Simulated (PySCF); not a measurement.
Isomers of C8H7F. Method: PBE0-D3(BJ)/def2-SVP geometry optimisation, gas phase (PySCF). One conformer each; no zero-point energy, no entropy. No frequencies were run at this level. Point groups hold within 0.08 Å.

Question: Order them by energy at this level, lowest first, and give relative energies in kcal/mol.
A. `[CH2:1]=[CH:2][c:3]1[cH:4][cH:5][c:6]([F:7])[cH:8][cH:9]1` with C1–C2–C3–C4 180° (4-fluorostyrene)
B. `[CH2:1]=[CH:2][c:3]1[cH:4][cH:5][cH:6][c:7]([F:8])[cH:9]1` with C1–C2–C3–C4 180°

Answer: B (0.0), A (0.2).

Neighbours under 2.5 kcal/mol apart (C=Cc1cccc(F)c1 and C=Cc1ccc(F)cc1) can change places with a better method, another conformer or zero-point energy.

```
        SMILES      E (Eh)  E rel (kcal/mol)  dipole (D)  point group       A, B, C (MHz)
C=Cc1cccc(F)c1  -408.13734               0.0        1.35           Cs   2903, 1260, 878.6
C=Cc1ccc(F)cc1  -408.13704               0.2        1.14           Cs  5065, 970.0, 814.1
```

Q: As an exercise, what shares would exp(−E/RT) give at 2000 K from these electronic energies alone (no entropy, no degeneracies)?

A: RT = 3.974 kcal/mol: C=Cc1cccc(F)c1 51.2 %, C=Cc1ccc(F)cc1 48.8 %.
